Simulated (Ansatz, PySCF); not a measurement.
Input for PySCF:
```python
from pyscf import gto, scf, dft

mol = gto.M(
    atom='''
K    -0.539800   -0.445200   -0.729200
F     0.539800    0.445200    0.729200
''',
    basis='def2-svpd',
    charge=1,
    spin=1,
    verbose=3,
)

mf = dft.UKS(mol)
mf.xc = 'r2scan'
mf.grids.atom_grid = (99, 590)
mf.grids.prune = None
mf.kernel()
```

**Question.** Convert this to an input for Ansatz (a program for electronic structure).

**Answer.** Several could match; the one computed here: 
Ansatz 0.2 input:
```yaml
crystal:
  periodic: [false, false, false]
  atoms:
    - {symbol: K, position_ang: [-0.53980000, -0.44520000, -0.72920000]}
    - {symbol: F, position_ang: [0.53980000, 0.44520000, 0.72920000]}
basis:
  gaussian:
    orbitals: def2-SVPD
hamiltonian:
  xc: r2scan
total_charge: 1
magnetization: {spin_polarized: true, initial_magnetization: 1}
accuracy: high
```

Both were run: PySCF gave -699.220561 Eh and Ansatz -699.220526 Eh, 0.035 mEh apart.
